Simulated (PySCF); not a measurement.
Molecule: C$_{3}$H$_{5}$Cl (charge 0, singlet). SMILES: C=CCCl
Geometry from a B3LYP-D3(BJ)/def2-TZVP (Ansatz) optimisation:
```
C
C 1 1.3264
H 2 1.0820 1 121.55
H 2 1.0839 3 116.93 1 179.92
H 1 1.0848 2 120.45 3 -0.89
C 1 1.4857 5 116.06 2 -179.76
H 6 1.0868 1 112.06 5 178.85
H 6 1.0881 7 109.69 1 125.24
Cl 6 1.8209 7 106.56 8 113.26
```
Charge 0, spin multiplicity 1.

Dispersion corrections to the total energy (kcal/mol) from the dftd3 and dftd4 libraries through PySCF: D3(BJ) without and D4 with the three-body term, each with the damping fitted for the functional named.

| functional | D3(BJ) | D4 |
|---|---|---|
| HF | -32.90 | -14.14 |
| HSE06 | -2.55 | -2.86 |
| CAM-B3LYP | -3.05 | -3.10 |
| BLYP | -8.58 | -8.35 |
| B3LYP | [?] | -5.95 |
| LC-wPBE | [?] | -4.09 |
| TPSS | [?] | -5.02 |

Question: Some entries are withheld; supply them.

Answer: 
- B3LYP, D3(BJ): -6.97
- LC-wPBE, D3(BJ): -3.71
- TPSS, D3(BJ): -5.06
